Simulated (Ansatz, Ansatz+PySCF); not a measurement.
```xyz
2

C     0.0000    0.0000   -0.8793
C     0.0000    0.0000    0.8793
```

Basis set: 6-31G (spherical functions). Correlated methods keep 2 orbitals frozen. Charge 0, multiplicity 1.

Computed with Ansatz (development build ahead of 0.2.0); each method stands on the lowest determinant of its kind that the runs found. Restricted open shells among the atoms or ions are ROHF, correlated in semicanonical orbitals with singles. Restricted functionals stand beside restricted open-shell atoms, which can lie above the unrestricted atoms usual in DFT and then raise those values.

The atomization energy at this shape (free ground-state atoms in the same class of orbitals less the molecule, no zero-point energy) of singlet C2:

```csv
method,atomization energy
PBE0 (unrestricted),74.34 kcal/mol
UHF-CCSD(T),65.64 kcal/mol
UHF-CCSD,58.93 kcal/mol
full CI (lowest root of this spin),59.08 kcal/mol
RHF-MP2,49.29 kcal/mol
UHF-MP2,39.91 kcal/mol
RHF-CCSD(T),54.14 kcal/mol
RHF-CCSD,48.88 kcal/mol
UHF,19.49 kcal/mol
```

Task: What does PBE0 (restricted) give?

Result: 56.02 kcal/mol. Caution: the shape is not the minimum. Caution for PBE0 (unrestricted), UHF-CCSD(T), UHF-CCSD, UHF-MP2, UHF: the unrestricted determinant is a mixture of spin states. Caution for PBE0 (restricted), RHF-MP2, RHF-CCSD(T), RHF-CCSD: an unrestricted determinant lies well below. Caution for UHF-CCSD(T), UHF-CCSD, RHF-MP2, UHF-MP2, RHF-CCSD(T), RHF-CCSD: large amplitudes, a single reference is doubtful. Caution for UHF-CCSD(T), UHF-CCSD, UHF-MP2, UHF: the determinant may break the point group. Caution for UHF-CCSD(T), UHF-CCSD: the program doubts this total. Caution for UHF-MP2, RHF-CCSD(T): another reference gives a lower total. Caution for RHF-CCSD(T), RHF-CCSD: the amplitudes may be one of several solutions.

This basis has no polarisation functions and is too small for such energies, which can lie far from measured ones in either direction.
